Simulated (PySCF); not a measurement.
**A small calculation by hand: chemical shift, span and skew from a shielding tensor**

H8NSi2, SMILES [SiH3][NH2+][SiH3], charge +1. Atoms are numbered in the order given.

```xyz
11

Si     1.6125     0.0000    -0.2100
N      0.0000     0.0000     0.7772
Si    -1.6125     0.0000    -0.2100
H      2.6725    -0.0120     0.8233
H      1.5243     1.2511    -0.9968
H      1.5136    -1.2389    -1.0146
H     -0.0002    -0.8136     1.4078
H      0.0002     0.8136     1.4078
H     -1.5136     1.2389    -1.0146
H     -1.5243    -1.2511    -0.9968
H     -2.6725     0.0120     0.8233
```
Charge +1, spin multiplicity 1.

Geometry: PBE0-D3(BJ)/def2-SVP. The isomer is the one that the SMILES or the coordinates give; other isomers of the formula were not compared.

GIAO shieldings from PBE/pcSseg-1 (PySCF), non-relativistic, no solvent. The symmetric part of the tensor of Si1 has the principal values 319.0, 323.5, 414.3 ppm. The same nucleus in TMS has σ = 335.4 ppm at this level (PySCF, at its B3LYP-D3(BJ)/def2-TZVP geometry).

Q: Work out the isotropic shielding, the ²⁹Si shift against TMS, the span and the skew.

A: 
σ(iso) = (σ11 + σ22 + σ33)/3 = 352.3 ppm. δ = σ(ref) − σ(iso) = 335.4 − (352.3) = -16.9 ppm.
Span Ω = σ33 − σ11 = 95.3 ppm. Skew κ = 3(σ(iso) − σ22)/Ω = 0.91. Tumbling in solution averages the tensor to δ; in a static solid the shielding alone would spread this spin-1/2 line over Ω.
